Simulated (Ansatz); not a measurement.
Start from `NC([AsH2])C=O` and change one atom or group to get `CC(N)C=O`.

Ansatz, PBE0-D4/def2-TZVP geometries, multiplicity 1. Each molecule was computed in one conformer, which needn't be the lowest.

Scalar relativity is left out up to krypton.

```
                                                                                  property  `NC([AsH2])C=O`
                                                         HOMO energy (PBE/def2-TZVPP) / eV            -5.64
ideal-gas entropy at 298 K and 1 bar (rigid rotor, harmonic PBE0-D4/def2-TZVP) / J/(mol·K)              351
                                            zero-point energy (PBE0-D4/def2-TZVP) / kJ/mol            209.3
                                                       HOMO–LUMO gap (PBE/def2-TZVPP) / eV             3.52
                                                     HOMO energy (ωB97M-V/def2-TZVPP) / eV            -9.35
                                                     LUMO energy (ωB97M-V/def2-TZVPP) / eV             1.18
```

**Question.** What does the change do to each property? (Best estimate.)

**Answer.** Ansatz gave: 
```json
{"property": "HOMO energy (PBE/def2-TZVPP) / eV", "`CC(N)C=O`": "-5.66", "shift": "-0.02"}
{"property": "ideal-gas entropy at 298 K and 1 bar (rigid rotor, harmonic PBE0-D4/def2-TZVP) / J/(mol·K)", "`CC(N)C=O`": "322", "shift": "-29"}
{"property": "zero-point energy (PBE0-D4/def2-TZVP) / kJ/mol", "`CC(N)C=O`": "267.9", "shift": "58.6"}
{"property": "HOMO–LUMO gap (PBE/def2-TZVPP) / eV", "`CC(N)C=O`": "3.77", "shift": "0.25"}
{"property": "HOMO energy (ωB97M-V/def2-TZVPP) / eV", "`CC(N)C=O`": "-9.60", "shift": "-0.25"}
{"property": "LUMO energy (ωB97M-V/def2-TZVPP) / eV", "`CC(N)C=O`": "1.57", "shift": "0.39"}
```

With PBE0 the HOMO falls by 0.14 eV and the LUMO rises by 0.33 eV, so the gap widens by about 0.47 eV. PBE moves the HOMO by -0.02 eV and ωB97M-V by -0.25 eV. The zero-point energy changes by 58.6 kJ/mol with +3 modes.
